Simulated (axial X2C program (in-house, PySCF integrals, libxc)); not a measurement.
SbH: from the spin-free to the two-component result

Computed with an in-house all-electron X2C program for linear molecules (integrals from PySCF). Spin-free means the one-electron spin-free X2C Hamiltonian; two-component (2c) means X2C with spin–orbit coupling and atomic mean-field two-electron Coulomb and Gaunt terms, so the difference of the two also holds small scalar two-electron terms. Basis: Sb dyall-cv3z [11s12p8d4f1g], H dyall-v3z [6s2p1d] (cores contracted in-house); Gaussian nuclei, density fitting, unrestricted open shells. Masses: Sb 120.904 u, H 1.008 u.

Spin-free state: M_S = 1, Λ = 0 (beyond evenly filled blocks: π+α, π-α); fragments Sb + H.

```
  level  Re (Å)  ωe (cm⁻¹)  De (eV)  μ (D)
   PBE0   1.716     1934.4    2.582  -0.18
     HF   1.704     2024.5    1.624  -0.09
    MP2   1.711     1983.9    2.293    n/a
   CCSD   1.721     1924.9    2.483    n/a
CCSD(T)   1.724     1910.2    2.505    n/a
   BP86   1.732     1854.8    2.817  -0.26
```

Correlated methods: 6 electrons correlated (number of frozen shells: Sb 4 s, 3 p, 2 d; H none), 190 virtual spin orbitals or spinors in MP2, 75 natural virtuals in coupled cluster.

Dipoles are positive if H is the positive end.

Two-component determinant lowest at the distance of the search:

Ω = 1 (⟨Sz⟩ = 1.00, ⟨Lz⟩ = 0.00 at HF); fragments Sb + H.

```
  level  Re (Å)  ωe (cm⁻¹)  De (eV)  μ (D)
   PBE0   1.717     1927.9    2.522  -0.18
     HF   1.705     2018.4    1.586  -0.09
    MP2   1.712     1979.0    2.250    n/a
   CCSD   1.722     1920.0    2.435    n/a
CCSD(T)   1.725     1905.3    2.456    n/a
   BP86   1.734     1847.4    2.745  -0.26
```

Question: From the two tables, how do the constants change at the CCSD(T) level (2c against spin-free)?

Answer: At the CCSD(T) level Re increases by 0.001 Å and ωe goes down by 4.9 cm⁻¹; De changes by -0.049 eV.

One determinant describes the state; a PBE0 search over occupations chose it and may have missed a lower one. Dissociation energies refer to the lowest single-determinant-based atoms at the same level and basis. Density functionals use the spin component along the axis (collinear). Coupled cluster ran in a truncated set of natural virtual spinors; the MP2 energy of the rest was added. (T) has no such correction and the atoms are truncated less, which lowers De at CCSD(T) by a hundredth of an eV or more. Other states lie close and PBE0, whose exact exchange favours high spin, may order them wrongly; the determinant shown need not be the ground state. The nearest other spin-free determinant of the search, M_S = 0, Λ = 2, lies 0.86 eV up at the distance of the search. With several unpaired electrons one determinant need not be a pure state. Open-shell Ω = 0 determinants with evenly filled partner blocks cannot be reached by this program, so the Ω shown need not be the lowest component. This is the Ω = 1 component of a π² triplet; the 0⁺ component is not one determinant and can lie lowest. With the outer-core shells frozen, correlated bond lengths of heavy atoms tend to come out a few hundredths of an ångström too long.
